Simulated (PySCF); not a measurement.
PySCF 2.14 output of an unrestricted B3LYP calculation on a single atom or ion in x2c-SVPall, with scalar relativity by spin-free X2C-1e:

```
SCF conv_tol = 1e-09
number electrons alpha = 13  beta = 9
    P. J. Stephens, F. J. Devlin, C. F. Chabalowski, and M. J. Frisch.,  J. Phys. Chem. 98, 11623 (1994)
cycle= 1 E= -1049.73937176345  delta_E= -0.00283  |g|= 0.024  |ddm|= 0.0716
cycle= 2 E= -1049.73958215599  delta_E= -0.00021  |g|= 0.0118  |ddm|= 0.0342
cycle= 3 E= -1049.73965351506  delta_E= -7.14e-05  |g|= 0.000254  |ddm|= 0.0116
cycle= 4 E= -1049.73965354652  delta_E= -3.15e-08  |g|= 1.51e-05  |ddm|= 0.000248
cycle= 5 E= -1049.73965354668  delta_E= -1.59e-10  |g|= 1.11e-06  |ddm|= 2.36e-05
converged SCF energy = -1049.73965354668  <S^2> = 6.0003505  2S+1 = 5.0001402
```

The run itself started from symmetry-adapted Hartree-Fock orbitals and held the occupation by maximum overlap, on a logarithmic radial grid, so the iterations belong to that start.

Which element, charge and spin multiplicity is this?

Cr²⁺ (chromium, charge +2), multiplicity 5; the state was [Ar] 3d4, high-spin 5D determinant.
